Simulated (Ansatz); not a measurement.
System: C4H5OSi, charge -1, multiplicity 1. It need not be the lowest isomer of its formula. Whether it binds its extra electron was not tested at this geometry. 
Structure (B3LYP-D3(BJ)/def2-TZVP (Ansatz, a program for electronic structure) minimum search):
```xyz
11

Si     1.9933     0.0675     0.1631
C      0.1780     0.0514     0.0218
C     -0.7889     1.1272     0.1201
C     -2.0828     0.6684    -0.0522
O     -1.8946    -0.7435    -0.2637
C     -0.5835    -1.0591    -0.2140
H      2.5014     0.5656     1.4790
H      2.6788     0.9371    -0.8428
H      2.5823    -1.2948    -0.0099
H     -0.5380     2.1637     0.3051
H     -0.3114    -2.0952    -0.3591
```
Charge -1, spin multiplicity 1.

Basis-set convergence of Hartree-Fock and CCSD(T) correlation energies (hartree) with Ansatz. Correlated levels leave the core frozen unless marked. No spin-orbit coupling. No relativistic terms.

```
basis            functions       E(HF)  E(corr, CCSD(T))
---------------  ---------  ----------  ----------------
aug-cc-pV(D+d)Z        192  -518.12687          -0.93853
aug-cc-pV(T+d)Z        400  -518.18994          -1.10359
aug-cc-pV(Q+d)Z        719  -518.20643          -1.15369
```

Extrapolating the two largest sets (X = 3 and 4) as X^-3: E(corr) = (64·(-1.15369) - 27·(-1.10359))/37 = -1.1902 Eh, an estimate of the basis-set limit. The largest set recovers 96.9 % of it, the smallest 78.9 %.
